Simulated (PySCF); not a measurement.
C4H6, triplet, geometry from GFN2-xTB (a higher spin typed on purpose: for a closed-shell molecule this is an excited state). Base run: R2SCAN/pcseg-1 (PySCF).

The PySCF input:
```python
from pyscf import gto, scf, dft

mol = gto.M(
    atom='''
C     1.754599    0.263780   -0.676610
C     0.650068   -0.060478    0.177821
C    -0.686995    0.056533   -0.167933
C    -1.727704   -0.257642    0.660565
H     2.194844    1.246211   -0.672374
H     2.208582   -0.479428   -1.309498
H     0.872095   -0.428401    1.179121
H    -0.911263    0.421928   -1.162435
H    -2.748788   -0.149124    0.344629
H    -1.555276   -0.624346    1.657495
''',
    basis='pcseg-1',
    charge=0,
    spin=2,
    verbose=3,
)

mf = dft.UKS(mol)
mf.xc = 'r2scan'
mf.kernel()
```

Variants of this job, named by their change:

```json
[
 {"change": "base", "ΔE vs base (mEh)": "0.000", "grid points": "115320", "electrons on the grid": "30.00001"},
 {"change": "grids.atom_grid = (30, 110)", "ΔE vs base (mEh)": "-1.666", "grid points": "24624", "electrons on the grid": "30.00001"},
 {"change": "grids.level = 2", "ΔE vs base (mEh)": "-0.145", "grid points": "77064", "electrons on the grid": "30.00000"},
 {"change": "grids.atom_grid = (50, 194)", "ΔE vs base (mEh)": "0.099", "grid points": "66088", "electrons on the grid": "29.99994"},
 {"change": "grids.atom_grid = (99, 590)", "ΔE vs base (mEh)": "0.003", "grid points": "324640", "electrons on the grid": "30.00000"},
 {"change": "grids.atom_grid = (75, 302)", "ΔE vs base (mEh)": "-0.001", "grid points": "145504", "electrons on the grid": "30.00001"},
 {"change": "grids.prune = off", "ΔE vs base (mEh)": "0.000", "grid points": "181200", "electrons on the grid": "30.00001"},
 {"change": "grids.level = 1", "ΔE vs base (mEh)": "0.923", "grid points": "35552", "electrons on the grid": "29.99993"},
 {"change": "grids.becke_scheme = stratmann", "ΔE vs base (mEh)": "-0.002", "grid points": "115320", "electrons on the grid": "30.00001"},
 {"change": "grids.atom_grid = (150, 974)", "ΔE vs base (mEh)": "0.011", "grid points": "811560", "electrons on the grid": "30.00000"},
 {"change": "grids.level = 0", "ΔE vs base (mEh)": "92.401", "grid points": "8064", "electrons on the grid": "29.98994"}
]
```

Open shells are given as the SCF converged; they aren't shown to be the lowest states, and a large step between rows can be another state.
